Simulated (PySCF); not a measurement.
## Where the electron goes

Species: C5H4N2O.
SMILES with atom numbers: `[CH3:1][C:2]#[C:3][c:4]1[n:5][cH:6][n:7][o:8]1` (hydrogens: H9, H10, H11 on C1; H12 on C6)

Cartesian coordinates in Å at the GFN2-xTB level; atoms count from 1:
```xyz
12
C5H4N2O angstrom
C     -2.9680    0.1271    0.0103
C     -1.5336    0.0389    0.0336
C     -0.3316   -0.0291    0.0467
C      1.0677   -0.1000    0.0493
N      1.8951    0.6310   -0.6519
C      3.1023    0.1520   -0.2763
N      3.0386   -0.8091    0.5974
O      1.7145   -0.9895    0.8243
H     -3.3824   -0.2814    0.9312
H     -3.3569   -0.4373   -0.8371
H     -3.2704    1.1689   -0.0899
H      4.0261    0.5278   -0.6635
```

Computed with TDDFT PBE0/def2-SVPD, vertical, gas phase, core orbitals frozen in the response (PySCF).

Frontier orbitals with the atoms that hold most of them (Löwdin shares over 4%, at most four atoms; ? is withheld):

```tsv
orbital	ε (eV)	atoms
LUMO+2	0.47	C1 34%, C2 20%, H11 12%, C3 10%
LUMO+1	0.31	C2 29%, C3 26%, C1 12%, C4 9%
LUMO	-1.64	C4 20%, C2 16%, O8 14%, N5 13%
HOMO	?	?
HOMO-1	-8.37	?
HOMO-2	-8.93	N5 40%, N7 14%, C3 12%, C2 11%
HOMO-3	-9.68	C6 21%, N7 18%, C3 14%, O8 12%
```

Give the leading atoms of the HOMO-1.

C3 (bonded to 2 C) 27%; C2 (bonded to 2 C) 25%; N7 (bonded to C and O) 15%; N5 (bonded to 2 C) 13%. By element: carbon 52% or more, nitrogen 28%.

Give the leading atoms of the HOMO.

C2 (bonded to 2 C) 22%; N7 (bonded to C and O) 20%; C3 (bonded to 2 C) 19%; N5 (bonded to 2 C) 11%. By element: carbon 42% or more, nitrogen 31%.

What is the HOMO energy, and the HOMO–LUMO gap?

ε(HOMO) = -7.71 eV; the gap is 6.07 eV (0.2232 hartree).

The HOMO–LUMO gap is 6.07 eV. Where does the response calculation put the lowest singlet, and from which orbitals?

S1 is at 5.06 eV (f = 0.0011), 1.01 eV below the gap, made of HOMO-1→LUMO (98%). Its leading pair isn't HOMO and LUMO; the energies of that pair differ by 6.73 eV. 

Give energy, strength and leading configuration of S1, S2, S3 and S4, and follow the Löwdin shares of the leading atoms from the occupied to the empty orbital.

- S1 (5.06 eV, f 0.0011), HOMO-1→LUMO (98%): C3 27% → at most 14%, C2 25% → 16%, C4 at most 13% → 20%
- S2 (5.38 eV, f 0.347), HOMO→LUMO (88%): C2 22% → 16%, N7 20% → at most 14%, C4 at most 11% → 20%
- S3 (5.58 eV, f 0.0031), HOMO-2→LUMO (97%): N5 40% → 13%, N7 14% → at most 14%, C4 at most 11% → 20%, C2 11% → 16%
- S4 (6.26 eV, f 0.0003), HOMO→LUMO+1 (89%): C2 22% → 29%, N7 20% → at most 10%, C3 19% → 26%

Löwdin shares depend on the basis, the more so with diffuse functions.
